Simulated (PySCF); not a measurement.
# MH₂ across the fifth-period p block

Level: PBE0, basis family def2-TZVP, scalar-relativistic core potentials from Rb on and no relativity for lighter atoms.

Each entry is the lowest minimum that a search over a few typed start shapes (and spin states, where more than one is plausible) found, or that minimum re-optimised at the stated level; isomers with ligand–ligand bonds, or fragments after loss of a ligand pair, can lie lower. Open shells are unrestricted; no spin–orbit coupling; PySCF with density fitting.

| molecule | 2S+1 | point group | mean bond to the central atom (Å) | dipole (D) | highest ω (cm⁻¹) | atomisation (kJ/mol) | gap (eV) |
| --- | --- | --- | --- | --- | --- | --- | --- |
| InH₂ | 2 | C2v | 1.758 | 0.42 | 1689 | 403 | – |
| SnH₂ | 1 | C2v | 1.773 | 0.72 | 1736 | 518 | 3.65 |
| SbH₂ | 2 | C2v | 1.712 | 0.28 | 1961 | 514 | – |
| H₂Te | 1 | C2v | 1.656 | 0.22 | 2172 | 582 | 5.88 |
| IH₂ | 2 | C2v | 1.792 | 0.09 | 1671 | 313 | – |

The bond length does not run in one direction; the largest change, 0.136 Å, falls between H₂Te and IH₂ among the members listed.

Left out of the table are members whose search was unfinished or whose lowest solution was spin-contaminated, unstable, very soft or bonded differently.
